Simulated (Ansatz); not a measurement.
Geometry optimisation, RKS B3LYP-D4/STO-3G in Ansatz.

input.yaml

```yaml
crystal:
  periodic: [false, false, false]
  atoms:
    - { symbol: C, position_ang: [-1.296, -0.5468, -0.937] }
    - { symbol: Si, position_ang: [-0.1389, -0.8389, 0.4151] }
    - { symbol: C, position_ang: [0.9804, 0.6067, 0.6763] }
    - { symbol: O, position_ang: [1.866, 1.0674, -0.4135] }
    - { symbol: F, position_ang: [0.2762, 1.6859, 1.0266] }
    - { symbol: H, position_ang: [-0.828, -0.2992, -1.8965] }
    - { symbol: H, position_ang: [-1.9885, -1.3515, -1.0915] }
    - { symbol: H, position_ang: [-1.9208, 0.3917, -0.7298] }
    - { symbol: H, position_ang: [0.6381, -2.0527, 0.132] }
    - { symbol: H, position_ang: [-0.8874, -1.1441, 1.6866] }
    - { symbol: H, position_ang: [1.6865, 0.3958, 1.539] }
    - { symbol: H, position_ang: [1.6893, 2.0304, -0.3732] }
basis:
  gaussian: { orbitals: STO-3G }
hamiltonian:
  xc: b3lyp
  dispersion: d4
relax:
  f_tol: 0.015
  max_steps: 40
```

Launched with:

```bash
$ ansatz run input.yaml --threads 1 --pin off --max-ram 2048MiB --backend cpu --events-out ev --progress --plain --runs-dir out
```

Task: Where does it end, and by what steps?

Result: The run converged. Limits of this set-up: minimal basis. After 11 steps the energy has fallen by 0.744 eV; H12 moved furthest, 0.51 Å.

```
step  energy less start (eV)  largest force component (eV/Å)  accepted
   0                  0.0000                           3.736       yes
   1                 -0.5982                           0.960       yes
   2                 -0.6604                           0.320       yes
   3                 -0.6768                           0.282       yes
   4                 -0.6937                           0.513       yes
   5                 -0.7146                           0.120       yes
   6                 -0.6462                           2.161        no
   7                 -0.7305                           0.167       yes
   8                 -0.7383                           0.147       yes
   9                 -0.7435                           0.058       yes
  10                 -0.7439                           0.017       yes
  11                 -0.7440                           0.004       yes
```

```xyz
12
Properties=species:S:1:pos:R:3
C -1.360 -0.539 -0.967
Si -0.155 -0.858 0.431
C 0.932 0.704 0.736
O 1.553 1.034 -0.557
F 0.196 1.820 1.213
H -0.827 -0.276 -1.888
H -1.976 -1.423 -1.173
H -2.035 0.291 -0.724
H 0.725 -1.960 0.114
H -0.859 -1.163 1.656
H 1.730 0.481 1.505
H 2.153 1.834 -0.313
```

Whether the end is a true minimum wasn't checked by a vibrational analysis.

Run time: 33 s on 1 CPU thread of a shared host.
